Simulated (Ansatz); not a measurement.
Cost and result for the atomization energy of BH₈NSi₂ (12 atoms, 11 bonds).

Cartesian coordinates in Å:
```
B -1.103 0.247 0.739
Si 0.783 0.393 0.842
N 1.793 1.385 -0.066
Si -1.054 -1.145 -0.767
H -1.501 -0.334 1.718
H -1.699 1.211 0.338
H 1.711 -0.555 1.517
H 2.792 1.278 -0.123
H 1.441 2.129 -0.647
H -0.883 -0.525 -2.113
H 0.045 -2.162 -0.668
H -2.325 -1.923 -0.769
```

The species carries charge 0 and has multiplicity 1. The bonds changed during the relaxation, so this is another structure than the one it started from. The structure was optimised at the PBE0-D4/def2-TZVP level. It is one conformer, not always the lowest. Program: Ansatz. All runs use 4 threads of an Arm Neoverse V2 on a shared host. Times are those of one run each, without the atoms' runs, and a repeat can differ threefold. Electronic energies, without spin–orbit coupling; frozen cores. CCSD(T)/CBS adds CCSD(T) − MP2 in def2-TZVPP to the MP2 limit, and its time is that of the two runs behind it. T1 = 0.014. HSE06 is the plane-wave form, built on full-range PBE exchange.

CCSD(T)/CBS is a level of theory with its own doubt, some kJ/mol a heavy atom from the limit and from the frozen cores, so smaller differences don't rank the functionals.

```csv
level,functions,wall time,atomization (kcal/mol),difference from CCSD(T)/CBS,per bond
LDA (SPW92)/def2-TZVPP,258,1.1 s,1015.1,114.0,10.4
revPBE-D4/def2-TZVPP,258,1.9 s,893.9,-7.2,-0.7
PBE-D4/def2-TZVPP (with forces),258,2.2 s,909.7,8.6,0.8
CCSD(T)/def2-SVP,104,2.6 s,840.1,-61.0,-5.5
CAM-B3LYP-D4/def2-TZVPP,258,2.9 s,908.9,7.8,0.7
HSE06-D4/def2-TZVPP,258,2.9 s,900.8,-0.3,0.0
B2PLYP/def2-TZVPP,258,4.6 s,892.3,-8.8,-0.8
PBE-QIDH/def2-TZVPP,258,4.7 s,892.7,-8.4,-0.8
B97M-V/def2-TZVPP,258,8.5 s,912.0,10.9,1.0
ωB97M-V/def2-TZVPP (with forces),258,11 s,907.6,6.5,0.6
MP2/def2-QZVPP,494,19 s,891.6,-9.5,-0.9
CCSD(T)/def2-TZVPP,258,89 s,877.4,-23.7,-2.2
CCSD(T)/CBS(def2),–,110 s,901.1,0.0,0.0
```

From PBE to PBE0 (25 % exact exchange), in def2-TZVPP and without D4, the atomization energy moves by −8.3 kcal/mol: exact exchange takes away binding that semilocal exchange gives to molecules. At CCSD(T), def2-SVP lies −61.0 kcal/mol from the extrapolated value and def2-TZVPP −23.7 kcal/mol: correlation converges slowly with the basis, and small sets miss more of it in the bonded molecule than in its fragments. Leaving LDA and LC-ωPBE aside and taking each functional with its dispersion term where it has one, the values, not all of them listed here, spread over 22.1 kcal/mol, from BHLYP-D4 to B97M-V. LDA lies +111.8 kcal/mol from PBE without D4, its usual overbinding.
